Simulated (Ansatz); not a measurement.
As2Se3⁻. Total charge -1; doublet. Geometry PBE-D4/def2-SVPD; atoms count from 1.

Cartesian coordinates in Å:
```
As -0.074 -0.385 -1.543
As 0.914 -0.957 0.885
Se -0.546 1.788 -1.962
Se -1.484 -1.228 0.315
Se 1.190 0.782 2.306
```

Another isomer (doublet) lies 0.09 eV lower at PBE0-D4/def2-TZVPD; other spin states weren't run for this one.

Estimate the Mulliken populations from the PBE0/def2-TZVPD orbitals of Ansatz.


| atom | charge (e) | spin (α − β) |
| --- | --- | --- |
| As1 | 0.17 | 0.13 |
| As2 | 0.17 | 0.13 |
| Se3 | -0.50 | 0.35 |
| Se4 | -0.33 | 0.05 |
| Se5 | -0.50 | 0.35 |
Mulliken values depend strongly on the basis. With diffuse functions, as here, like atoms can get unlike values, and bond orders can come out too low or too high.

Where does the spin sit?

Summed by element: As 0.26, Se 0.74, of 1 unpaired in all. Largest on single atoms: Se3 0.35, Se5 0.35, As2 0.13.

And the Mayer bond orders between heavy atoms (over 0.3)?

As1–As2 0.52 (2.68 Å); As1–Se3 1.58 (2.26 Å); As1–Se4 0.92 (2.48 Å); As2–Se4 0.92 (2.48 Å); As2–Se5 1.58 (2.26 Å).
